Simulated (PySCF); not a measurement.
# Spectroscopy problems

Calculated, not measured (PySCF 2.14.0 with density-fitted response routines): GFN2-xTB geometry, shielding tensors at PBE0/pcSseg-1 (GIAO). Equivalent nuclei averaged, non-relativistic Hamiltonian, no solvent model, single conformer.

Chemical shifts δ = σref − σ; ¹H (σ = 31.72 ppm) and ¹³C (σ = 186.93 ppm) against TMS, all at this level. Splittings of carbon signals by F and P are missing where no couplings were computed. Where no couplings were computed, multiplicities follow the n + 1 count of equivalent neighbours, and m marks all less simple cases (inequivalent or close neighbours, rings, F or P nearby). Shifts are as computed. Against solution values, carbons near 30 ppm lie about +3 ppm off and those near 130 ppm about +5 ppm. Of 1309 compounds with measured shifts, 239 miss one by over three times the rms of a fit or turn the order of signals round; such compounds aren't used in these exercises.

Problem. C$_{6}$H$_{7}$F$_{2}$NSi. ¹H NMR (400 MHz, computed): δ 6.14 (m, 1H), 3.98 (s, 3H), 2.72 (m, 1H), 1.83 (m, 1H), 1.22 (m, 1H). ¹³C{¹H} NMR (computed): δ 121.2, 119.6, 45.1, 36.5, 22.7, -0.4. What is it?

Solution. `N#C[C@@]12C[C@@H]1[C@@]2([SiH3])C(F)F`. The formula gives 4 degrees of unsaturation (2 rings in the answer). 6 carbon signals for 6 carbons: no two carbons are equivalent. Carbon types of the structure: 3 × C, 2 × CH, 1 × CH2, leaving 3 H on heteroatoms. δC 121.2: nitrile carbon; typical of a nitrile. δC 119.6: sp3 CH bonded to 2 F; 2 electronegative neighbours deshield it. δH 6.14: hydrogen on an sp3 CH bonded to 2 F; its carbon carries F, an electronegative neighbour. δH 2.72, 1.83, 1.22: hydrogen on a three-membered-ring carbon.

This is the structure that produced the data.

Problem. C$_{3}$H$_{7}$ClO$_{3}$Si. ¹H NMR (400 MHz, computed): δ 5.55 (m, 2H), 5.44 (m, 2H), 0.43 (s, 3H). ¹³C{¹H} NMR (computed): δ 95.3 (CH2), 5.8 (CH3). Identify the compound.

Solution. `C1O[Si](C)(Cl)OCO1`. The formula gives 1 degree of unsaturation (1 ring in the answer). 2 carbon signals for 3 carbons: some carbons are equivalent by symmetry or fast rotation. Carbon types of the structure: 2 × CH2, 1 × CH3, which accounts for all hydrogens. δC 95.3: sp3 carbon bearing two oxygens; 2 electronegative neighbours deshield it. δC 5.8: methyl carbon bonded to Si; an electropositive neighbour leaves it electron-rich and shielded. δH 5.55, 5.44: hydrogen on an sp3 carbon bearing two oxygens; its carbon carries O, hence the downfield position. δH 0.43: hydrogen on a methyl carbon bonded to Si; an electropositive neighbour shields it, as in TMS itself.

This is the structure that produced the data.
